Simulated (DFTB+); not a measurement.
DFTB+ input (SCC-DFTB): The folder sk holds the Slater-Koster set scc that CP2K ships.

```
Geometry = xyzFormat {
6

C     -0.59228900    -0.52606600    -0.26946000
C      0.65778700    -0.50181500    -0.12513500
O     -0.06076300     0.77407900     0.39623000
H     -1.61871900    -0.79151600    -0.45819800
H      1.70961200    -0.72694800    -0.07393200
H      0.00222300     1.49311500    -0.27014200
}
Hamiltonian = DFTB {
  SCC = Yes
  SCCTolerance = 1e-8
  MaxSCCIterations = 300
  Charge = 1
  SlaterKosterFiles = Type2FileNames {
    Prefix = "sk/"
    Separator = ""
    Suffix = ".spl"
    LowerCaseTypeName = Yes
  }
  MaxAngularMomentum {
    C = "p"
    H = "s"
    O = "p"
  }
  Filling = Fermi { Temperature [K] = 0 }
}
ParserOptions { ParserVersion = 14 }
```

From the output:

```
    1   2   1       2.61971922
    2   1   0       1.25330982
    2   2   1       2.61971929
    3   1   0       1.75558180
    3   2   1       4.35679056
    4   1   0       0.75719258
    5   1   0       0.75719263
    6   1   0       0.62718418

Orbital populations (up)
 Atom Sh.   l   m       Population  Label
    1   1   0   0       1.25330992  s
    1   2   1  -1       0.73953873  p_y
    1   2   1   0       0.93403341  p_z
    1   2   1   1       0.94614707  p_x
    2   1   0   0       1.25330982  s
    2   2   1  -1       0.74541053  p_y
    2   2   1   0       0.94749924  p_z
    2   2   1   1       0.92680952  p_x
    3   1   0   0       1.75558180  s
    3   2   1  -1       1.08246416  p_y
    3   2   1   0       1.64818159  p_z
    3   2   1   1       1.62614482  p_x
    4   1   0   0       0.75719258  s
    5   1   0   0       0.75719263  s
    6   1   0   0       0.62718418  s

Fermi level:                        -0.4328297503 H          -11.7779 eV
Band energy:                       -12.2519244918 H         -333.3918 eV
TS:                                  0.0000000000 H            0.0000 eV
Band free energy (E-TS):           -12.2519244918 H         -333.3918 eV
Extrapolated E(0K):                -12.2519244918 H         -333.3918 eV
Input / Output electrons (q):     16.0000000000     16.0000000000

Energy H0:                          -7.7948120268 H         -212.1076 eV
Energy SCC:                          0.1394031139 H            3.7934 eV
Total Electronic energy:            -7.6554089129 H         -208.3143 eV
Repulsive energy:                    0.2429711541 H            6.6116 eV
Total energy:                       -7.4124377588 H         -201.7027 eV
Extrapolated to 0:                  -7.4124377588 H         -201.7027 eV
Total Mermin free energy:           -7.4124377588 H         -201.7027 eV
Force related energy:               -7.4124377588 H         -201.7027 eV

Non-constrained calculation

SCC converged

Warning: dipole moment is not defined absolutely!
Dipole moment:    0.07189009   -0.05581012   -0.61330243 au
Dipole moment:    0.18272641   -0.14185519   -1.55885942 Debye
```

The dipole moment of an ion depends on the origin.

The geometry given is a B3LYP-D3(BJ)/def2-TZVP minimum.
